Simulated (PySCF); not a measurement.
Working with the constants of SiSb

PBE0 constants of SiSb, ²Π (doublet), unpaired electrons π ↑ (basis Si cc-pV(T+d)Z, Sb cc-pVTZ-PP with ECP28; scalar-relativistic core potentials; PySCF 2.14; masses 27.9769 and 120.9038 u):

* ωe: 432.6 cm⁻¹
* ωexe: 1.91 cm⁻¹
* Be: 0.13153 cm⁻¹
* αe: 0.000516 cm⁻¹
* De to Si + Sb: 2.81 eV

Question: What force constant and bond length do these constants imply?

Answer: Reduced mass μred = 22.720 u; k = 5.8918×10⁻⁷·μred·ωe² (u, cm⁻¹, mdyn/Å) = 2.51 mdyn/Å; Re = √(16.8576/(μred·Be)) (u, cm⁻¹, Å) = 2.375 Å.

Question: Estimate the centrifugal constant D from the Kratzer relation and find the Dunham coefficient a1.

Answer: D = 4Be³/ωe² = 4.86e-08 cm⁻¹; a1 = −1 − αeωe/(6Be²) = -3.15.

Spin–orbit coupling is left out, which matters for elements this heavy, above all for dissociation energies. The state is the lowest determinant that a PBE0 search found; another state may lie lower at other levels.
